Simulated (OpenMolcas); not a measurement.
**Ni2+ in MgO**

Ni2+ with its 6 nearest oxide ions at 2.082 Å, on the Mg site of MgO (a = 4.2112 Å, distance in the model lattice 2.106 Å). The rest of the host is ab initio model potentials to 7.6 Å, with orthogonalisation functions on the cations behind the ligands, and point charges beyond; the distance is set by hand and nothing relaxes. Ligand basis ANO-RCC-VDZP.

```json
{
 "Program": "OpenMolcas",
 "Method": "CASSCF",
 "Basis": "ANO-RCC-VDZP [5s4p2d1f]",
 "Scalar Hamiltonian": "DKH2, point nucleus",
 "Active space": "8 electrons in 5 orbitals (3d)",
 "State averaging": "2S+1 = 3 even, 10 roots; 2S+1 = 1 even, 15 roots",
 "Spin-orbit coupling": "state interaction with AMFI integrals over the reference wave functions"
}
```

The lowest spin-free states (labels of O, the rotations of Oh), above the lowest:

```
State  Degeneracy  E (cm-1)  Free-ion L (%)
  3A2           1       0.0         F (100)
  3T2           3      8514         F (100)
  3T1           3     14541          F (95)
   1E           2     18179          D (81)
  1T2           3     25860          D (89)
  1A1           1     29057          G (96)
  3T1           3     29614          P (95)
  1T1           3     32311         G (100)
   1E           2     38122          G (81)
  1T2           3     38761          G (89)
  1A1           1     70377          S (96)
```

The lowest levels with spin-orbit coupling:

```tsv
E (cm-1)	Degeneracy	Label	2S+1
0.0	3	T2	3
8245	2	E	3
8390	3	T1	3
8802	3	T2	3
8956	1	A2	3
13714	1	A1	3
14258	3	T1	3
15035	2	E	3
15151	3	T2	3
18510	2	E	1
25744	3	T2	1
29170	1	A1	1
29480	2	E	3
29707	3	T2	3
30015	3	T1	3
30286	1	A1	3
32451	3	T1	1
38276	2	E	1
38905	3	T2	1
70554	1	A1	1
```

Powder χT (cm3 K/mol): 1.28 at 2 K, 1.29 at 10 K, 1.29 at 50 K, 1.3 at 100 K, 1.33 at 200 K, 1.35 at 300 K. The effective moment at 300 K is 2.828 √(χT) = 3.28 μB.

The lowest level has 2S+1 = 3, for which the spin-only value is χT = S(S+1) / 2 = 1.000 cm3 K/mol (g = 2). The computed 1.346 at 300 K differs by +0.346, through orbital momentum, spin-orbit coupling and any other state in reach.

Metal share of the active 3d orbitals (Löwdin): 93, 93, 98, 98, 98 %; Mulliken charge of the metal 1.24.

A least-squares ligand-field fit to the states below 45000 cm-1, each weighted by its degeneracy and with a free common offset, gives 10Dq = 8441 cm-1, B = 1236 cm-1 and C = 4515 cm-1 (C/B = 3.65), with an rms deviation of 59 cm-1.

Without dynamic correlation the repulsion within the d shell is too large (B by tens of per cent), so at a given field states of lower spin stand too high. Ligand-to-metal charge-transfer states are missing. With no ligand orbital active B as a rule stays too high, so bands that hang on it stand too high and its fall with covalency is understated. With metal d orbitals alone and no dynamic correlation 10Dq can be off by a tenth to a fifth, either way, in oxide and fluoride hosts. No measured value stands beside these numbers; the geometry was set by hand and not optimised.
